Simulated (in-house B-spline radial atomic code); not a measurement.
**How G0W0 and RPA depend on the start: Nb XXXVIII (Nb37+)**

Configuration [He] 2s2. Computed with an all-electron radial atomic-structure program (B-spline basis): all electrons, non-relativistic, point nucleus, each spin shell either full or empty, empty states to l = 9 with an (l + 1/2)⁻⁴ tail; G0W0 by contour deformation at full frequency.

Without relativity these are model numbers: it shifts the levels of so heavy an element strongly and can reorder them.

```json
{"start": "Hartree-Fock", "mean-field 2s (eV)": "-5118.80", "G0W0 (eV)": "?", "QP weight": "?", "RPA correlation (Eh)": "?"}
{"start": "PBE", "mean-field 2s (eV)": "-5060.71", "G0W0 (eV)": "?", "QP weight": "?", "RPA correlation (Eh)": "?"}
{"start": "CAM-B3LYP", "mean-field 2s (eV)": "-5074.81", "G0W0 (eV)": "-5131.42", "QP weight": "0.966", "RPA correlation (Eh)": "-0.76755"}
{"start": "HSE06", "mean-field 2s (eV)": "-5075.13", "G0W0 (eV)": "-5131.32", "QP weight": "0.967", "RPA correlation (Eh)": "-0.75755"}
```

**Question.** What G0W0 level, weight and RPA correlation energy follow from the Hartree-Fock start?

**Answer.** G0W0 level -5128.69 eV, weight 0.982, RPA correlation -0.52945 hartree.

**Question.** What G0W0 level, weight and RPA correlation energy follow from the PBE start?

**Answer.** G0W0 level -5132.31 eV, weight 0.958, RPA correlation -0.90473 hartree.

**Question.** How much of the dependence on the start does G0W0 remove?

**Answer.** The mean-field levels span 58.1 eV and the G0W0 levels 3.62 eV. Against 5265 ± 5 eV (NIST, semi-empirical) the G0W0 removal energies are off by -136.31 to -132.69 eV, with relativity, Breit and QED terms left out.
